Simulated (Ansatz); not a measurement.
Basis-set extrapolation for `O[SiH](O)C[SiH2]Cl` (PBE0-D4/def2-TZVP geometry, frozen core, Ansatz 0.2.0). Multiplicity 1, RHF reference.

```csv
,def2-TZVPP,def2-QZVPP
HF,-1229.342698,-1229.383168
MP2 correlation,-1.089257,-1.179206
CCSD(T) correlation,-1.187007,not run
```

Energies in hartree. Use E(X) = E(∞) + A·exp(−7.88·√X) for Hartree–Fock and E(X) = E(∞) + B·X^(−2.97) for correlation, with X = 3 and 4, and add CCSD(T) minus MP2 of the smaller set to the MP2 limit.

**Question.** What is the CCSD(T) energy at the basis-set limit?

**Answer.** HF limit: -1229.383168 + (-0.040470) × 0.13774 = -1229.38874. MP2 limit: -1.179206 + (-0.089949) × 0.74074 = -1.24583. Higher-order term: -1.187007 − (-1.089257) = -0.09775. Total: -1230.73232 hartree, 532.0 kJ/mol below CCSD(T)/def2-TZVPP.
